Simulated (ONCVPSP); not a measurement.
silicon (Si), ONCV: configuration errors across variants

ONCVPSP 4.0.1 input, shortened (lines: element, Z, core and valence counts, functional; n l f; lmax; l rc ep ncon nbas qcut; lloc lpopt rc5 dvloc0; l nproj debl; icmod fcfact rcfact), PW91, scalar-relativistic:

```
  Si 14.00    3    2  -109134      upf
    1    0    2.00
    2    0    2.00
    2    1    6.00
    3    0    2.00
    3    1    1.50
    2
    0    1.55    0.00    3    8    5.20
    1    2.35    0.00    4    7    3.00
    2    1.75    0.04    5    9    4.60
    4    5    1.05   -1.00
    0    1    2.80
    1    1    2.20
    2    3    1.00
    1    0.65    0.00
```

All-electron excitation energies from the reference (eV): (1) 3s2 3p2 -2.941; (2) 3s2 3p1 4.841; (3) 3s2 3p0 20.895; (4) 3s0 3p4 10.857.

A true bound ghost makes a file unfit for plane-wave use even where its test errors are small: the radial tests pick states by their node count and pass the ghost by.

Errors AE − PS in meV (a dash: test not solved or not reliable):

| change | (1) | (2) | (3) | (4) | bound ghosts | GHOST(+) flags above zero |
| --- | --- | --- | --- | --- | --- | --- |
| base | +1.1 | +1.6 | +27 | +7.4 | d | s, d |
| core correction polynomial model core, fcfact 0.12 | +1.1 | +1.6 | +28 | +10 | d | s, d |
| core correction polynomial model core, fcfact 0.32 | +1.1 | +1.6 | +28 | +8.9 | d | s, d |
| core correction polynomial model core, fcfact 0.54 | +1.1 | +1.6 | +27 | +7.7 | d | s, d |
| core correction polynomial model core, fcfact 0.66 | +1.1 | +1.6 | +27 | +7.3 | d | s, d |
| core correction polynomial model core, fcfact 0.98 | +1.1 | +1.6 | +27 | +6.7 | d | s, d |
| core correction polynomial model core, fcfact 1.24 | +1.1 | +1.6 | +26 | +6.5 | d | s, d |

Q: Give the same row for: core correction polynomial model core, fcfact 0.88.

A: +1.1, +1.6, +27, +6.9; bound ghosts: d; GHOST(+) flags above zero: s, d.
